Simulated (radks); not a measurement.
Task: These are the eigenvalues of the occupied orbitals of an atom or ion with whole-number occupations (eV). All-electron calculation, non-relativistic Kohn-Sham, LB94 model potential, spin-unpolarised, spherical densities, point nucleus. Program: a radial shooting solver on a logarithmic mesh with Libxc functionals.

1s: -10887.57
2s: -1360.918
2p: -1215.384
3s: -170.2710
3p: -122.0783
3d: -38.2560
4s: -15.8780
4p: -7.8020

Which element is it, and in what charge state? The configuration may be excited.

Result: Z = 32, germanium, charge 0: Ge in [Ar] 3d10 4s2 4p2. The list shows which subshells hold electrons but not how many an open one holds; the 1s level, -400.11 hartree, gives Z - s = 28.3 by -(Z - s)^2/2, which with screening narrows Z to a few neighbours, and the depths of the outer levels then fix element, charge and occupations together.
